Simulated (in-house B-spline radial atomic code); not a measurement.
The numbers below are computed, except where a source is named.
## the thallium ion Tl⁺ at several levels of theory

Ground configuration [Xe] 4f14 5d10 6s2. All numbers come from an all-electron radial atomic-structure program (B-spline basis), all electrons, at the radial basis limit. Mean-field, RPA, GW and linear-response runs are scalar-relativistic (one-electron X2C), no spin-orbit coupling, without Breit or QED terms, open shells spin-polarised at highest spin; the many-body runs on Dirac-Hartree-Fock orbitals are four-component, and their energies hold both.

Without the two-electron picture change, the correlation of inner shells comes somewhat too large for so heavy an element.

**Ionisation energy.** The reference is 20.428 eV (NIST, measured).

```
                                              method  value (eV)  minus reference (eV)
                    minus the highest LDA VWN5 level       16.65                 -3.78
              LDA VWN5, difference of total energies       20.95                 +0.53
                         minus the highest PBE level       16.27                 -4.16
                   PBE, difference of total energies       20.51                 +0.09
                                         G0W0 on PBE       20.82                 +0.39
                         exact exchange + RPA on PBE       20.82                 +0.39
                 exact exchange + RPA + SOSEX on PBE       20.22                 -0.20
                      minus the highest r2SCAN level       16.51                 -3.92
                r2SCAN, difference of total energies       20.36                 -0.07
                        minus the highest PBE0 level       17.12                 -3.30
                  PBE0, difference of total energies       20.18                 -0.25
                                        G0W0 on PBE0       20.71                 +0.28
             minus the highest B3LYP (VWN-RPA) level       17.11                 -3.32
       B3LYP (VWN-RPA), difference of total energies       20.50                 +0.07
                   minus the highest CAM-B3LYP level       18.54                 -1.89
                     minus the highest LC-wPBE level       19.57                 -0.86
                minus the highest Hartree-Fock level       18.71                 -1.71
          Hartree-Fock, difference of total energies       18.35                 -2.08
                                G0W0 on Hartree-Fock       20.45                 +0.02
                   MP2, difference of total energies       20.83                 +0.40
               CI + MBPT for the two outer electrons       20.28                 -0.14
Dirac-Fock + self-energy with TDHF screening (6s1/2)       19.85                 -0.58
```

Which methods come closest, and which lies farthest off?

Closest: G0W0 on Hartree-Fock (+0.02 eV) and B3LYP (VWN-RPA), difference of total energies (+0.07 eV). Farthest: minus the highest PBE level (-4.16 eV). The PBE level misses by -4.2 eV while the PBE energy difference misses by +0.09 eV: the semilocal potential lacks the −1/r tail and the energy is convex in the electron number, but total energies at whole numbers are far better.

**Static dipole polarisability and C6** of two like species, by linear response (no reference value is at hand):

| method | α (bohr³) | C6 (hartree·bohr⁶) |
| --- | --- | --- |
| LDA VWN5 | 19.46 | 156.9 |
| PBE | 19.99 | 161.9 |
| PBE0 | 20.72 | 167.4 |
| B3LYP (VWN-RPA) | 20.31 | 163.7 |
| CAM-B3LYP | 20.71 | 166.9 |
| LC-wPBE | 21.54 | 174.9 |
| TDHF | 24.08 | 195 |
| relativistic RPA (four-component TDHF) | 24.1 | 193.6 |

What mean excitation energy do α and C6 imply in London's formula C6 = (3/4) α² ω?

LDA VWN5: ω = 0.552 hartree; relativistic RPA (four-component TDHF): ω = 0.444 hartree. A method that puts the excitations lower gives a larger α and a smaller ω.

**Lowest terms** (eV, full linear response; a dash marks a state above the method's threshold or not assigned, «imaginary» a triplet instability of the closed-shell solution):

```csv
method,6s → 6p 3P,6s → 6p 1P,6s → 7s 3S
LDA VWN5,7.530,9.288,12.891
PBE,7.241,9.155,12.315
PBE0,6.900,8.976,12.342
B3LYP (VWN-RPA),7.124,9.034,12.487
CAM-B3LYP,6.905,8.873,12.506
LC-wPBE,6.444,8.672,12.453
TDHF,5.261,8.193,11.519
BSE on G0W0@HF,7.093,9.410,13.171
"CI + MBPT, average over J",7.017,-,-
"measured, average over J (NIST)",7.098,9.381,13.047
```

Which methods give these terms best?

Mean absolute differences from the measured values, for methods that give all terms: BSE on G0W0@HF 0.05 eV; LDA VWN5 0.23 eV; B3LYP (VWN-RPA) 0.31 eV; PBE 0.37 eV; CAM-B3LYP 0.41 eV; PBE0 0.44 eV; LC-wPBE 0.65 eV; TDHF 1.52 eV. Triplets fall as the share of exact exchange grows, since unscreened exchange drives the closed shell towards a triplet instability.

Run times on one thread of shared hosts: mean field, RPA, SOSEX and G0W0 on PBE, for the atom and its ion, 16 s (Arm Neoverse V2); TDDFT with PBE, 6.2 s (Arm Neoverse N1); G0W0 and BSE, 20 s (Arm Neoverse N1); CI + MBPT, 170 s (Arm Neoverse V2); removal energies by the self-energy, 200 s (Arm Neoverse N1).
